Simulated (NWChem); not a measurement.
System: trans-dichloroethylene (C₂H₂Cl₂); SMILES Cl/C=C/Cl

Output (shortened):

```
             Northwest Computational Chemistry Package (NWChem) 7.3.0
             --------------------------------------------------------

 C2H symmetry detected

                             Geometry "geometry" -> ""
                             -------------------------

 Output coordinates in angstroms (scale by  1.889725989 to convert to a.u.)

  No.       Tag          Charge          X              Y              Z
 ---- ---------------- ---------- -------------- -------------- --------------
    1 Cl                  17.0000     0.04203972    -2.14754463     0.00000000
    2 C                    6.0000    -0.44326632    -0.49749450     0.00000000
    3 C                    6.0000     0.44326632     0.49749450     0.00000000
    4 Cl                  17.0000    -0.04203972     2.14754463     0.00000000
    5 H                    1.0000    -1.52292348    -0.33279869     0.00000000
    6 H                    1.0000     1.52292348     0.33279869     0.00000000

 Effective nuclear repulsion energy (a.u.)     175.7069530566

      Symmetry information
      --------------------

 Group name             C2h
 Group number             21
 Group order               4
 No. of unique centers     3

                                 NWChem DFT Module
                                 -----------------

 Summary of "ao basis" -> "ao basis" (spherical)
 ------------------------------------------------------------------------------
       Tag                 Description            Shells   Functions and Types
 ---------------- ------------------------------  ------  ---------------------
 Cl                          3-21g                   7       13   4s3p
 C                           3-21g                   5        9   3s2p
 H                           3-21g                   2        2   2s

      Symmetry analysis of basis
      --------------------------

        ag         19
        au          5
        bg          5
        bu         19

            General Information
            -------------------
          SCF calculation type: DFT
          Wavefunction type:  closed shell.
          No. of atoms     :     6
          No. of electrons :    48
           Alpha electrons :    24
            Beta electrons :    24
          Charge           :     0
          Spin multiplicity:     1
          Use of symmetry is: on ; symmetry adaption is: on
          Maximum number of iterations: 150
          AO basis - number of functions:    48
                     number of shells:    28
          Convergence on energy requested:  1.00D-06
          Convergence on density requested:  1.00D-05
          Convergence on gradient requested:  5.00D-04

              XC Information
              --------------
                         B3LYP Method XC Potential
                     Hartree-Fock (Exact) Exchange  0.200
                        Slater Exchange Functional  0.800 local
                    Becke 1988 Exchange Functional  0.720 non-local
              Lee-Yang-Parr Correlation Functional  0.810
                  VWN I RPA Correlation Functional  0.190 local

             Grid Information
             ----------------
          Grid used for XC integration:  medium
          Radial quadrature: Mura-Knowles
          Angular quadrature: Lebedev.
          Tag              B.-S. Rad. Rad. Pts. Rad. Cut. Ang. Pts.
          ---              ---------- --------- --------- ---------
          Cl                  1.00       88          11.0       590
          C                   0.70       49           8.0       434
          H                   0.35       45           8.0       434
          Grid pruning is: on
          Number of quadrature shells:   182
          Spatial weights used:  Erf1

      Superposition of Atomic Density Guess
      -------------------------------------

 Sum of atomic energies:        -990.48843407

      Non-variational initial energy
      ------------------------------

 Total energy =    -992.089589
 1-e energy   =   -1716.705760
 2-e energy   =     548.909219
 HOMO         =      -0.242548
 LUMO         =       0.065794

      Symmetry analysis of molecular orbitals - initial
      -------------------------------------------------

  Numbering of irreducible representations:

     1 ag          2 au          3 bg          4 bu

  Orbital symmetries:

     1 ag          2 bu          3 ag          4 bu          5 bu
     6 ag          7 ag          8 bu          9 bu         10 ag
    11 au         12 bg         13 ag         14 bu         15 ag
    16 bu         17 bu         18 ag         19 au         20 ag
    21 bg         22 bu         23 ag         24 au         25 bg
    26 bu         27 ag         28 bu         29 ag         30 bu
    31 ag         32 bu         33 ag         34 ag

     ---------------------------------------------
      Total Density - Mulliken Population Analysis
     ---------------------------------------------

    Atom       Charge   Shell Charges
 -----------   ------   -------------------------------------------------------
    1 Cl  17    17.04   2.00  1.96  5.91  1.14  3.06  0.78  2.19
    2 C    6     6.22   1.99  0.41  1.38  0.99  1.45
    3 C    6     6.22   1.99  0.41  1.38  0.99  1.45
    4 Cl  17    17.04   2.00  1.96  5.91  1.14  3.06  0.78  2.19
    5 H    1     0.74   0.41  0.33
    6 H    1     0.74   0.41  0.33

   convergence    iter        energy       DeltaE   RMS-Dens  Diis-err
 ---------------- ----- ----------------- --------- --------- ---------
 d= 0,ls=0.0,diis     1   -992.8667076534 -1.17D+03  2.98D-02  6.09D-01
 d= 0,ls=0.0,diis     2   -992.8608858921  5.82D-03  1.98D-02  5.38D-01
 d= 0,ls=0.0,diis     3   -992.9290082384 -6.81D-02  4.28D-03  4.18D-02
 d= 0,ls=0.0,diis     4   -992.9346252839 -5.62D-03  7.94D-04  1.43D-03
 d= 0,ls=0.0,diis     5   -992.9348083605 -1.83D-04  8.38D-05  8.85D-06
  Resetting Diis
 d= 0,ls=0.0,diis     6   -992.9348096294 -1.27D-06  2.05D-05  2.57D-07
 d= 0,ls=0.0,diis     7   -992.9348096784 -4.90D-08  1.75D-06  8.12D-10

         Total DFT energy =     -992.934809678409
      One electron energy =    -1717.829873943816
           Coulomb energy =      617.162440696968
    Exchange-Corr. energy =      -67.974329488209
 Nuclear repulsion energy =      175.706953056648

 Numeric. integr. density =       48.000000491905

                  Occupations of the irreducible representations
                  ----------------------------------------------

                     irrep           alpha         beta
                     --------     --------     --------
                     ag               10.0         10.0
                     au                3.0          3.0
                     bg                2.0          2.0
                     bu                9.0          9.0

                       DFT Final Molecular Orbital Analysis
                       ------------------------------------

 Vector   22  Occ=2.000000D+00  E=-3.348471D-01  Symmetry=bu
              MO Center=  5.8D-17,  1.6D-16, -1.7D-20, r^2= 5.5D+00
   Bfn.  Coefficient  Atom+Function         Bfn.  Coefficient  Atom+Function
  ----- ------------  ---------------      ----- ------------  ---------------
     7      0.436742  1 Cl px                38      0.436742  4 Cl px
    11      0.338709  1 Cl px                42      0.338709  4 Cl px
    19      0.213319  2 C  s                 28     -0.213319  3 C  s
     3     -0.201023  1 Cl px                34     -0.201023  4 Cl px
    21      0.094706  2 C  py                30      0.094706  3 C  py

 Vector   23  Occ=2.000000D+00  E=-3.293412D-01  Symmetry=ag
              MO Center=  5.2D-16,  1.0D-15, -5.0D-20, r^2= 5.4D+00
   Bfn.  Coefficient  Atom+Function         Bfn.  Coefficient  Atom+Function
  ----- ------------  ---------------      ----- ------------  ---------------
     7      0.400658  1 Cl px                38     -0.400658  4 Cl px
    11      0.325548  1 Cl px                42     -0.325548  4 Cl px
     3     -0.184969  1 Cl px                34      0.184969  4 Cl px
     8      0.141426  1 Cl py                39     -0.141426  4 Cl py
    12      0.130079  1 Cl py                43     -0.130079  4 Cl py

 Vector   24  Occ=2.000000D+00  E=-2.623638D-01  Symmetry=au
              MO Center=  2.2D-16,  5.0D-16,  9.6D-18, r^2= 3.7D+00
   Bfn.  Coefficient  Atom+Function         Bfn.  Coefficient  Atom+Function
  ----- ------------  ---------------      ----- ------------  ---------------
     9      0.340168  1 Cl pz                40      0.340168  4 Cl pz
    13      0.302729  1 Cl pz                44      0.302729  4 Cl pz
    22     -0.283910  2 C  pz                31     -0.283910  3 C  pz
    18     -0.276945  2 C  pz                27     -0.276945  3 C  pz
     5     -0.154618  1 Cl pz                36     -0.154618  4 Cl pz

 Vector   25  Occ=0.000000D+00  E=-1.864420D-02  Symmetry=bg
              MO Center=  1.3D-15, -1.1D-15,  3.4D-16, r^2= 2.1D+00
   Bfn.  Coefficient  Atom+Function         Bfn.  Coefficient  Atom+Function
  ----- ------------  ---------------      ----- ------------  ---------------
    22      0.678243  2 C  pz                31     -0.678243  3 C  pz
    18      0.384134  2 C  pz                27     -0.384134  3 C  pz
    13     -0.203305  1 Cl pz                44      0.203305  4 Cl pz
     9     -0.148274  1 Cl pz                40      0.148274  4 Cl pz
     5      0.065507  1 Cl pz                36     -0.065507  4 Cl pz

 Vector   26  Occ=0.000000D+00  E= 1.074332D-02  Symmetry=bu
              MO Center=  4.3D-16,  4.8D-15, -7.4D-16, r^2= 4.5D+00
   Bfn.  Coefficient  Atom+Function         Bfn.  Coefficient  Atom+Function
  ----- ------------  ---------------      ----- ------------  ---------------
    19     -0.703185  2 C  s                 28      0.703185  3 C  s
    12      0.672515  1 Cl py                43      0.672515  4 Cl py
    21      0.483751  2 C  py                30      0.483751  3 C  py
    10      0.474292  1 Cl s                 41     -0.474292  4 Cl s
     8      0.334825  1 Cl py                39      0.334825  4 Cl py

 Vector   27  Occ=0.000000D+00  E= 6.606183D-02  Symmetry=ag
              MO Center=  8.6D-16, -4.1D-15,  1.1D-18, r^2= 4.5D+00
   Bfn.  Coefficient  Atom+Function         Bfn.  Coefficient  Atom+Function
  ----- ------------  ---------------      ----- ------------  ---------------
    19      1.152884  2 C  s                 28      1.152884  3 C  s
    21     -0.628953  2 C  py                30      0.628953  3 C  py
    12     -0.624383  1 Cl py                43      0.624383  4 Cl py
    46     -0.585261  5 H  s                 48     -0.585261  6 H  s
    10     -0.571639  1 Cl s                 41     -0.571639  4 Cl s

     ---------------------------------------------
      Total Density - Mulliken Population Analysis
     ---------------------------------------------

    Atom       Charge   Shell Charges
 -----------   ------   -------------------------------------------------------
    1 Cl  17    16.84   2.00  1.96  5.89  1.19  3.09  0.77  1.94
    2 C    6     6.43   1.99  0.40  1.63  1.00  1.41
    3 C    6     6.43   1.99  0.40  1.63  1.00  1.41
    4 Cl  17    16.84   2.00  1.96  5.89  1.19  3.09  0.77  1.94
    5 H    1     0.73   0.46  0.27
    6 H    1     0.73   0.46  0.27

     -------------------------------------------
      Total Density - Lowdin Population Analysis
     -------------------------------------------

    Atom       Charge   Shell Charges
 -----------   ------   -------------------------------------------------------
    1 Cl  17    16.94   2.00  1.95  5.84  1.03  2.96  0.84  2.32
    2 C    6     6.19   1.97  0.44  1.55  0.59  1.64
    3 C    6     6.19   1.97  0.44  1.55  0.59  1.64
    4 Cl  17    16.94   2.00  1.95  5.84  1.03  2.96  0.84  2.32
    5 H    1     0.87   0.46  0.41
    6 H    1     0.87   0.46  0.41

     Multipole analysis of the density
     ---------------------------------

     L   x y z        total         alpha         beta         nuclear
     -   - - -        -----         -----         ----         -------
     0   0 0 0     -0.000000    -24.000000    -24.000000     48.000000

     1   1 0 0     -0.000000     -0.000000     -0.000000      0.000000
     1   0 1 0      0.000000      0.000000      0.000000      0.000000
     1   0 0 1      0.000000      0.000000      0.000000      0.000000

     2   2 0 0    -25.435363    -25.317292    -25.317292     25.199221
     2   1 1 0      0.382809     -0.862651     -0.862651      2.108110
     2   1 0 1      0.000000      0.000000      0.000000      0.000000
     2   0 2 0    -30.728080   -301.045167   -301.045167    571.362253
     2   0 1 1      0.000000      0.000000      0.000000      0.000000
     2   0 0 2    -28.915019    -14.457509    -14.457509      0.000000
```

Level: B3LYP/3-21G. All runs use the structure optimised with PBE0/def2-SVP.

### Question
Reconstruct the input file.

### Answer
One answer among several that fit: the input that was run:
```
start job
memory heap 200 mb stack 900 mb global 1100 mb
geometry units angstroms noautoz
  Cl     0.043724    -2.147511     0.000000
  C     -0.442876    -0.497842     0.000000
  C      0.442876     0.497842     0.000000
  Cl    -0.043724     2.147511     0.000000
  H     -1.522662    -0.333993     0.000000
  H      1.522662     0.333993     0.000000
end
basis spherical
  * library 3-21g
end
dft
  xc b3lyp
  iterations 150
  mulliken
end
task dft energy
```
